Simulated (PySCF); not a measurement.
## Excitation energy of As by level of theory

As [Ar] 3d10 4s2 4p3 (4S) → As [Ar] 3d10 4s2 4p2 5s1 (4P), as a difference of total energies. Computed with PySCF 2.14 in aug-cc-pVTZ-PP with ECP10MDF, with scalar relativity through the core potential. Correlated levels: valence: 3s2 3p6 3d10 frozen. The calculations carry no spin-orbit coupling.

```csv
method,excitation energy (eV)
UHF,6.302
LDA,6.289
PBE,6.244
PBE0,6.394
r2SCAN,6.649
M06,6.242
HSE06,6.354
MP2 (valence),6.535
SCS-MP2 (valence),6.470
```

**Question.** Estimate what BLYP gives.

**Answer.** 6.120 eV, closest to M06 among the rows shown.

**Question.** Estimate what B3LYP gives.

**Answer.** 6.267 eV, closest to LDA among the rows shown.

Errors of the correlated levels include the incompleteness of this basis and the frozen core.

For comparison: 6.460 eV (measured; NIST levels, between the centres of gravity of the two terms).
